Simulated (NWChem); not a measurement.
SiHSCl3; SMILES S[Si](Cl)(Cl)Cl

```xyz
6

S      1.2555    -1.6255     0.5010
Si     0.0008     0.0015     0.0005
Cl     0.8192     1.1927    -1.4502
Cl    -1.7388    -0.8152    -0.6870
Cl    -0.3965     1.1998     1.6128
H      2.2758    -0.8287     0.8937
```
Atoms are numbered in this order, from 1.

Computed with NWChem. Pople sets run with spherical d functions. The geometry was optimised at PBE0/def2-SVP. Total energies compare along this basis series because the functional is fixed.

```json
[
 {"level": "PBE0/STO-3G", "basis functions": "46", "energy (Ha)": "-2045.6132", "highest occupied level (eV)": "-5.68", "orbital gap (eV)": "7.07", "dipole (D)": "2.61"},
 {"level": "PBE0/3-21G", "basis functions": "67", "energy (Ha)": "-2058.1323", "highest occupied level (eV)": "-8.83", "orbital gap (eV)": "7.24", "dipole (D)": "1.84"},
 {"level": "PBE0/6-31G*", "basis functions": "92", "energy (Ha)": "-2068.2556", "highest occupied level (eV)": "-8.34", "orbital gap (eV)": "7.47", "dipole (D)": "1.40"},
 {"level": "PBE0/6-31+G*", "basis functions": "112", "energy (Ha)": "-2068.2588", "highest occupied level (eV)": "-8.36", "orbital gap (eV)": "7.25", "dipole (D)": "1.40"},
 {"level": "PBE0/6-311G**", "basis functions": "136", "energy (Ha)": "-2068.3938", "highest occupied level (eV)": "-8.43", "orbital gap (eV)": "7.32", "dipole (D)": "1.45"},
 {"level": "PBE0/6-311++G**", "basis functions": "157", "energy (Ha)": "-2068.4005", "highest occupied level (eV)": "-8.37", "orbital gap (eV)": "7.27", "dipole (D)": "1.38"}
]
```
